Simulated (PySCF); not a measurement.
C4H8OSi, SMILES C/C=C1/OC[SiH2]1.

The structure is a stationary point at ωB97X-D3(BJ)/def2-SVP. The structure was generated by enumeration; whether it is a known compound was not checked.

These are TDDFT-ωB97X/def2-SVPD in PySCF values and carry that method's errors.

Vertical excitations.  State labels are in the subgroup Cs.

```json
[
 {"state": "S1", "symmetry": "A\"", "energy (eV)": "5.80", "λ (nm)": "214", "f": "0.000", "main pairs": "HOMO→LUMO 92 %"},
 {"state": "S2", "symmetry": "A'", "energy (eV)": "6.01", "λ (nm)": "206", "f": "0.332", "main pairs": "HOMO→LUMO+1 97 %"},
 {"state": "S3", "symmetry": "A\"", "energy (eV)": "6.43", "λ (nm)": "193", "f": "0.006", "main pairs": "HOMO→LUMO+3 80 %"},
 {"state": "S4", "symmetry": "A\"", "energy (eV)": "6.80", "λ (nm)": "182", "f": "0.001", "main pairs": "HOMO→LUMO+2 66 %, HOMO→LUMO+4 13 %"},
 {"state": "S5", "symmetry": "A\"", "energy (eV)": "7.26", "λ (nm)": "171", "f": "0.004", "main pairs": "HOMO−1→LUMO+1 66 %, HOMO−2→LUMO+1 28 %"},
 {"state": "S6", "symmetry": "A'", "energy (eV)": "7.36", "λ (nm)": "168", "f": "0.027", "main pairs": "HOMO−1→LUMO 88 %"},
 {"state": "S7", "symmetry": "A\"", "energy (eV)": "7.66", "λ (nm)": "162", "f": "0.002", "main pairs": "HOMO→LUMO+6 45 %, HOMO→LUMO+4 32 %, HOMO→LUMO+2 12 %"},
 {"state": "S8", "symmetry": "A\"", "energy (eV)": "7.84", "λ (nm)": "158", "f": "0.004", "main pairs": "HOMO−2→LUMO+1 65 %, HOMO−1→LUMO+1 29 %"},
 {"state": "S9", "symmetry": "A'", "energy (eV)": "8.07", "λ (nm)": "154", "f": "0.081", "main pairs": "HOMO−2→LUMO 67 %, HOMO−1→LUMO+3 18 %"},
 {"state": "S10", "symmetry": "A\"", "energy (eV)": "8.24", "λ (nm)": "150", "f": "0.004", "main pairs": "HOMO→LUMO+4 42 %, HOMO→LUMO+6 30 %, HOMO→LUMO+10 7 %"},
 {"state": "T1", "symmetry": "A'", "energy (eV)": "3.76", "λ (nm)": "330", "f": "0", "main pairs": "HOMO→LUMO+1 88 %"},
 {"state": "T2", "symmetry": "A\"", "energy (eV)": "5.73", "λ (nm)": "216", "f": "0", "main pairs": "HOMO→LUMO 91 %"},
 {"state": "T3", "symmetry": "A\"", "energy (eV)": "6.32", "λ (nm)": "196", "f": "0", "main pairs": "HOMO→LUMO+3 79 %"},
 {"state": "T4", "symmetry": "A\"", "energy (eV)": "6.64", "λ (nm)": "187", "f": "0", "main pairs": "HOMO−1→LUMO+1 60 %, HOMO−2→LUMO+1 35 %"}
]
```
Triplets are in the Tamm–Dancoff approximation, which puts them higher than full response would, so one can lie above its singlet here.
